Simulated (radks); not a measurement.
Results of a calculation; reference values are marked as such.
Effect of the nuclear size on the manganese ion Mn2+, [Ar] 3d5. Level of theory: Dirac Kohn-Sham, relativistic LDA (MacDonald-Vosko exchange, VWN5 correlation), spin-unpolarised, spherical densities, finite nucleus; open shells are shared between the two j in proportion to 2j + 1; Fermi nuclear charge, rms radius 3.7057 fm (a radial shooting solver on a logarithmic mesh with Libxc functionals). The rms radius is varied about that value; shifts are against it.

rms radius (fm) = 2.9794: total energy shift (eV) -0.0321; density at nucleus (e/bohr^3) 1.315e+04; 1s1/2 shift (meV) -13.6; 2s1/2 shift (meV) -1.21; 3s1/2 shift (meV) -0.176
rms radius (fm) = 3.4018: total energy shift (eV) -0.0142; density at nucleus (e/bohr^3) 1.308e+04; 1s1/2 shift (meV) -6.02; 2s1/2 shift (meV) -0.536; 3s1/2 shift (meV) -0.078
rms radius (fm) = 3.7057: total energy shift (eV) 0; density at nucleus (e/bohr^3) 1.303e+04; 1s1/2 shift (meV) 0.000; 2s1/2 shift (meV) 0.000; 3s1/2 shift (meV) 0.000
rms radius (fm) = 3.9355: total energy shift (eV) 0.0115; density at nucleus (e/bohr^3) 1.3e+04; 1s1/2 shift (meV) 4.88; 2s1/2 shift (meV) 0.435; 3s1/2 shift (meV) 0.063
rms radius (fm) = 4.3357: total energy shift (eV) 0.0332; density at nucleus (e/bohr^3) 1.295e+04; 1s1/2 shift (meV) 14.1; 2s1/2 shift (meV) 1.25; 3s1/2 shift (meV) 0.183

Slopes of the eigenvalues against <r^2> in GHz/fm^2, as finite differences over the two radii next to the reference (eigenvalue slopes, not the field-shift constants of lines): 1s1/2 673, 2s1/2 60.0, 3s1/2 8.75.
